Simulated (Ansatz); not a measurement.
Abridged output of a molecular run in Ansatz:

```
Functional definition: HF
1967 factors; integrals over basis functions are off by at most 1.2e-3 eV
mean field evaluation 1: about -8772.5757 eV, gradient 6.8e1 eV
mean field evaluation 2: about -8772.8092 eV, gradient 6.8e1 eV
mean field evaluation 4: about -8781.6934 eV, gradient 4.5e0 eV
mean field evaluation 8: about -8781.7873 eV, gradient 5.0e-1 eV
mean field evaluation 16: about -8781.7885 eV, gradient 2.4e-6 eV
mean field -8781.78847044 eV, -322.7247737786 hartree, gradient 2.4e-6 eV, S^2 0.000000; 0 other end points of the search recorded, 0 dependent functions left out
5 core orbitals not correlated: weight in the atoms' cores, before any rotation towards them, 1.000 or more for the frozen orbitals, at most 0.000 for the correlated occupied ones
reference -8781.78847044 eV, -322.7247737786 hartree; 22, 22 occupied and 296, 296 virtual orbitals, 1967 factors
second order -35.65254184 eV of doubles, -0.00000000 eV of singles
cycle   1  -35.56084256 eV  change    9.2e-2 eV  update   1.4e-1
cycle   2  -36.34941486 eV  change   -7.9e-1 eV  update   4.7e-2
cycle   3  -36.59203166 eV  change   -2.4e-1 eV  update   2.5e-2
cycle   4  -36.57738489 eV  change    1.5e-2 eV  update   7.2e-3
cycle   5  -36.57173894 eV  change    5.6e-3 eV  update   3.3e-3
cycle   6  -36.57332090 eV  change   -1.6e-3 eV  update   1.0e-3
cycle   7  -36.57282491 eV  change    5.0e-4 eV  update   3.3e-4
cycle   8  -36.57261590 eV  change    2.1e-4 eV  update   1.0e-4
cycle   9  -36.57263021 eV  change   -1.4e-5 eV  update   4.0e-5
perturbative correction -1.37283834 eV, -0.0504508786 hartree
Total energy: -8819.73393899 eV, -324.1192440275 hartree
```

Its atoms:

```xyz
14

C    -0.6559    1.5744   -2.6639
O    -0.5822    1.0487   -1.3853
Y    -0.3696    0.1985    0.4468
N    -1.6680    0.9043    2.0147
O     0.9594   -1.2574    0.9354
C     1.9004   -2.2476    1.1599
H     0.3364    1.8539   -3.0435
H    -1.0841    0.8515   -3.3715
H    -1.2854    2.4741   -2.6925
H    -1.6884    0.5866    2.9767
H    -2.3822    1.6192    1.9401
H     2.4493   -2.5031    0.2430
H     1.4309   -3.1688    1.5305
H     2.6394   -1.9342    1.9096
```

Task: Which basis set was used?
A. def2-TZVPP
B. def2-QZVPP
C. cc-pV(Q+d)Z
D. def2-SVP

Result: A. It gives 323 functions.

Task: Write the keys of the input that set method, charge and spin (a neutral closed shell needs none for the last two).

Result: 
```yaml
correlation: {method: ccsd_t}
```
